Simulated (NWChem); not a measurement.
C3H5Cl; SMILES C=C(C)Cl

All runs: NWChem. Geometry: optimised at PBE0/def2-SVP. Vertical excitations in the gas phase; the lowest state need not have the same character in each row.

Q: Order these by “lowest excitation, singlet (eV)”, lowest first: Hartree-Fock/def2-SVPD, CIS; PBE/def2-SVPD, TDA; B3LYP/def2-SVPD, TDA.

A: PBE/def2-SVPD, TDA (6.15), B3LYP/def2-SVPD, TDA (6.41), Hartree-Fock/def2-SVPD, CIS (7.45)
